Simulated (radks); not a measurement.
Cu6.5+, configuration [Ar] 3d(up 4.5, down 0) (fractional occupations, a model configuration). Method: scalar-relativistic Kohn-Sham, PBE, spin-polarised, spherical densities, finite nucleus; Fermi nuclear charge, rms radius 3.8823 fm; computed with a radial shooting solver on a logarithmic mesh with Libxc functionals.

Unscreened Slater integrals over Kohn-Sham orbitals (cm^-1). They are taken over the spin-up orbitals.

| integral | value |
|---|---|
| F0(3d,3d) | 282650 |
| F2(3d,3d) | 137890 |
| F4(3d,3d) | 87315 |
| F0(3d,3p) | 282710 |
| F2(3d,3p) | 137620 |
| G1(3d,3p) | 165820 |
| G3(3d,3p) | 103680 |
| F0(3d,3s) | 285670 |
| G2(3d,3s) | 127570 |
| F0(3d,2p) | 377930 |
| F2(3d,2p) | 84483 |
| G1(3d,2p) | 66940 |
| G3(3d,2p) | 38133 |
| F0(3p,3p) | 285550 |
| F2(3p,3p) | 144080 |
| F0(3p,3s) | 288280 |
| G1(3p,3s) | 191350 |
| F0(3p,2p) | 385080 |
| F2(3p,2p) | 81216 |
| G0(3p,2p) | 31878 |
| G2(3p,2p) | 33714 |
| F0(3s,3s) | 291380 |
| F0(3s,2p) | 386190 |
| G1(3s,2p) | 33355 |
| F0(2p,2p) | 969810 |
| F2(2p,2p) | 457460 |

Derived for the open shells (J is the average intra-shell exchange parameter used in DFT+U). 3d: Racah B = F2/49 - 5 F4/441 = 1824 cm^-1, C = 35 F4/441 = 6930 cm^-1, C/B = 3.80, F4/F2 = 0.633, J = (F2 + F4)/14 = 16090 cm^-1.
